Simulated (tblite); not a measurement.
C₃H₉FSSi₂.
Structure used (GFN2-xTB), in Å, numbered top down from 1:
```
atom  x, y, z in Å
F1    -1.925   -1.504    0.622
C2    -2.909   -0.590    0.333
C3    -2.368    0.719   -0.137
C4    -1.089    1.031   -0.282
Si5    0.370   -0.098    0.068
S6     2.044    1.184   -0.424
Si7    3.734   -0.060   -0.043
H8    -3.496   -0.460    1.252
H9    -3.545   -1.045   -0.437
H10   -3.156    1.428   -0.361
H11   -0.849    2.026   -0.634
H12    0.506   -0.462    1.475
H13    0.443   -1.256   -0.817
H14    3.717   -0.459    1.359
H15    3.655   -1.238   -0.899
H16    4.860    0.795   -0.369
```

Calculated harmonic vibrations of the isolated species, GFN2-xTB (tblite), most abundant isotopes, no scaling. Against measured fundamentals such values can be off by several per cent, at times by over 20. Modes of hydrogen on silicon can be 10 to 20 % off. One conformer, not necessarily the lowest.

Harmonic wavenumbers (cm⁻¹): 32.9, 55.9, 68.3, 71.4, 90.4, 143.0, 150.3, 295.6, 298.9, 473.3, 479.1, 525.0, 529.5, 568.3, 619.8, 660.6, 683.9, 721.5, 748.0, 755.0, 764.5, 774.7, 797.8, 931.9, 939.1, 973.5, 1065.0, 1186.3, 1202.9, 1314.6, 1325.5, 1423.7, 1690.3, 2272.8, 2287.6, 2298.2, 2310.8, 2367.9, 2904.0, 2921.4, 3029.5, 3055.8.

A = 4004, B = 585.9, C = 519.0 MHz; mass 151.995 u (most abundant isotopes); point group Cs, symmetry number 1.

Zero-point energy?

Half the sum of the wavenumbers: 22904 cm⁻¹ = 65.49 kcal/mol.

What is S at 298.15 K and 1 bar for an ideal gas of classical rigid rotors and harmonic oscillators?

Translation 40.99, rotation 29.96, vibration 36.78: S = 107.7 cal/(mol K).

And Cp and H(298.15 K) − H(0)?

Cp = 40.60 cal/(mol K), of which vibrations give 32.65 (their classical limit is 42 R = 83.5); H(298.15 K) − H(0) = 7.66 kcal/mol without the zero-point energy, 5.29 from vibrations.

Which modes carry the vibrational entropy at 298.15 K?

32.9 cm⁻¹: 5.65; 55.9 cm⁻¹: 4.60; 68.3 cm⁻¹: 4.20; 71.4 cm⁻¹: 4.11; 90.4 cm⁻¹: 3.65; 143.0 cm⁻¹: 2.76 cal/(mol K); the other 36 give 11.80 together.

How do the functions run with temperature in this model?

| T (K) | S (cal/(mol K)) | Cp (cal/(mol K)) | H − H(0) (kcal/mol) | G − H(0) (kcal/mol) | ln q(vib) |
| --- | --- | --- | --- | --- | --- |
| 150 | 85.5 | 25.8 | 2.73 | -10.09 | 4.90 |
| 250 | 101.0 | 36.0 | 5.81 | -19.44 | 8.12 |
| 400 | 120.9 | 48.9 | 12.23 | -36.12 | 12.56 |
| 600 | 143.0 | 60.3 | 23.24 | -62.58 | 17.98 |
| 900 | 169.7 | 70.9 | 43.07 | -109.65 | 25.19 |

q(vib) and H(0) count from the zero-point level.

What must be added to the electronic energy to get the Gibbs energy at 298.15 K and 1 bar?

ZPE + [H(298.15 K) − H(0)] − T·S = 65.49 + 7.66 − 32.12 = 41.03 kcal/mol.

Hindered rotation and anharmonicity are outside this model. Other conformers, if any are populated, would add a mixing term that is left out.
